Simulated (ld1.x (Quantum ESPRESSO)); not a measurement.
antimony (Sb): variants of one TM potential

Base potential:

ld1.x (Quantum ESPRESSO) 7.5 input, shortened:

```
&input
   title='Sb', zed=51., rel=2, dft='PBE', iswitch=3,
   config='[Kr] 4d10 5s1.5 5p3.5 5d-2', rel_dist='average'
 /
 &inputp
   pseudotype=2, tm=.true., lloc=1,
   nlcc=.false.
 /
3
5S  1  0   1.50   0.00  1.85  1.85  0.0
5D  3  2  -2.00   0.25  1.65  1.65  0.0
5P  2  1   3.50   0.00  2.00  2.00  0.0
 &test
   configts(1)='5s1.5 5p3.5'
 /
```

Open shells are filled in proportion to 2j + 1 (rel_dist='average').

All-electron outer shells of the reference configuration (PBE, scalar-relativistic, ld1.x):

```tsv
shell	level (eV)	outermost node (bohr)	outermost maximum (bohr)
4p	-102.53	0.39	0.76
4d	-34.22	0.38	0.84
5s	-13.24	0.95	1.88
5p	-5.12	1.04	2.32
```

Cutoffs, loose and tight: the cutoffs (Ry, on a coarse ladder) from which the occupation-weighted sum of valence levels, in a spherical-Bessel basis at the reference potential, stays within 10 and 1 mRy of its value at 400 Ry. They do not see the model core or the augmentation charge, which bear on the density cutoff. Test errors are all-electron minus pseudo excitation energies from the reference, over the configurations 5s2 5p3; 5s2 5p2; 5s2 5p1; 5s1 5p4; 5s1 5p0; 5s0 5p5; 5s2 5p3.3. A dash means not determined; rows that change the core or the reference have their own tests.

A true bound ghost makes a file unfit for plane-wave use even where its test errors are small: the radial tests pick states by their node count and pass the ghost by.

| change | outcome | cutoff, loose | cutoff, tight | bound ghosts | largest test error (meV) |
| --- | --- | --- | --- | --- | --- |
| base | generated, misses its reference levels by 0.43 eV | 25 Ry | 35 Ry | d3/2, d5/2 | +296 |
| core [Ar] 3d10 4s2, valence charge 21; reference 4p6 4d10 5s2 5p3; waves now 5s (bound): rc 1.40 bohr; 4p (bound): rc 0.75 bohr; 4d (bound): rc 1.70 bohr; 4f channel at -0.1 Ry: rc 1.45 bohr; local potential all-electron potential smoothed inside 1.45 bohr (lloc = -1) | generated, misses its reference levels by 0.19 eV | 300 Ry | over 300 Ry | s | -1230 |
| reference 5s1 5p4 | generated, misses its reference levels by 0.45 eV | 21 Ry | 35 Ry | d3/2, d5/2 | +267 |
| wave 5d channel at 0.25 Ry: rc 1.65 bohr becomes 5d channel at 0.25 Ry: rc 2.26 bohr | generated, misses its reference levels by 0.43 eV | 25 Ry | 35 Ry | d3/2, d5/2 | +296 |
| local potential the s channel | generated | 25 Ry | 35 Ry | d3/2, d5/2 | +174 |
| core correction a·sin(br)/r model core inside 0.72 bohr | generated, misses its reference levels by 0.43 eV | 25 Ry | 35 Ry | d3/2, d5/2 | -275 |
| all radii scaled by about 0.89 (s 1.64, p 1.78, d 1.48 bohr) | generated, misses its reference levels by 0.45 eV | 35 Ry | 80 Ry | s | +306 |

(1) What comes out with this change to the base: wave 5s (bound): rc 1.85 bohr becomes 5s (bound): rc 1.56 bohr?

(2) What comes out with this change to the base: functional LDA (PZ)?

(3) What comes out with this change to the base: wave 5d channel at 0.25 Ry: rc 1.65 bohr becomes 5d channel at 2.15 Ry: rc 1.65 bohr?

## Answers

(1) outcome: generated, misses its reference levels by 0.43 eV; cutoff, loose: 35 Ry; cutoff, tight: 90 Ry; bound ghosts: d3/2, d5/2; largest test error (meV): +314.

(2) outcome: generated, misses its reference levels by 0.45 eV; cutoff, loose: 25 Ry; cutoff, tight: 35 Ry; bound ghosts: d3/2, d5/2; largest test error (meV): +612.

(3) outcome: generated, misses its reference levels by 0.43 eV; cutoff, loose: 25 Ry; cutoff, tight: 35 Ry; bound ghosts: d5/2, d3/2; largest test error (meV): +296.
